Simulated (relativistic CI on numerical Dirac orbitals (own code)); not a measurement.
**Hyperfine structure of Mn¹¹⁺, mass number 53**

Computed by Dirac-Coulomb-Breit CI, separate exchange-only KLI orbitals for each configuration, model QED, unscaled Slater integrals (own radial code, finite nucleus).

Configurations in the expansion (outside the closed core [Ne]): 3s2 3p2, 3s 3p3, 3s2 3p 3d, 3p4, 3s 3p2 3d, 3p3 3d, 3s 3p 3d2, 3s2 3p 4s, 3s2 3d 4p, 3s2 3p 4p, 3p3 4s, 3p3 4p, 3s 3p 3d 4s, 3s2 3d2, 3s 3d3, 3p2 3d2, 3p 3d3, 3p 3d2 4s, 3p 3d2 4p, 3s2 3d 4s, 3s 3d2 4s. Double excitations out of closed p, d and f shells are left out; levels of such configurations are missing from the list, as are those of other unlisted configurations, and high levels can miss mixing partners.

Nuclear spin I = 7/2, μ = 5.033 μN, Q = 0.17 b (tables of Stone and Pyykkö). The electronic factors are computed for point nuclear moments, without core polarisation or the Bohr-Weisskopf and QED corrections.

```
       Level  E (cm⁻¹)  A (MHz)  B (MHz)
3s2 3p2 3P_1      7056    101.8      589
3s2 3p2 3P_2     14993     7993    -1010
3s2 3p2 1D_2     44667     9088     2180
3s 3p3 5S°_2    191712    25880     0.53
3s 3p3 3D°_1    264372   -15030      340
3s 3p3 3D°_2    264504    13900      683
3s 3p3 3D°_3    266513    22910     -132
3s 3p3 3P°_1    304929    31880     -397
```

Levels with J = 0, under 50 % of one LS term, or S terms without an open s electron are left out. Small factors come from cancelling terms and can be off by tens of per cent or more.

At this charge energies of transitions that change n are usually good to better than 1 %, and those within a shell (Δn = 0) to a few per cent.

Task: Give the hyperfine levels of 3s2 3p2 3P_2 relative to its centre of gravity.

Result: With K = F(F + 1) − I(I + 1) − J(J + 1), E = AK/2 + B[¾K(K + 1) − I(I + 1)J(J + 1)]/[2I(2I − 1)J(2J − 1)]: F = 3/2: -72480, F = 5/2: -52040, F = 7/2: -23690, F = 9/2: 12330, F = 11/2: 55700 MHz.

LS names give the leading component of a level, which can be under half, so a name can repeat, a term be missing and a line seem to break the LS rules.
